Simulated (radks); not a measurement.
Question: The vanadium ion V4+, configuration [Ar] 3d1 (the NIST ground configuration). Method: scalar-relativistic Kohn-Sham, PBE, spin-unpolarised, spherical densities, finite nucleus; Fermi nuclear charge, rms radius 3.6002 fm; computed with a radial shooting solver on a logarithmic mesh with Libxc functionals. Some entries of the table are withheld. Estimate them.

orbital  occ.  eigenvalue (Ry)  <r> (bohr)
1s          2        -398.3892     0.06644
2s          2        -48.48674         (1)
2p          6              (2)      0.2740
3s          2              (3)      0.9223
3p          6              (4)      0.9686
3d          1              (5)         (6)

Answer: 
(1) 2s <r> (bohr): 0.3081
(2) 2p eigenvalue (Ry): -41.16760
(3) 3s eigenvalue (Ry): -9.05983
(4) 3p eigenvalue (Ry): -7.08510
(5) 3d eigenvalue (Ry): -4.05590
(6) 3d <r> (bohr): 1.081
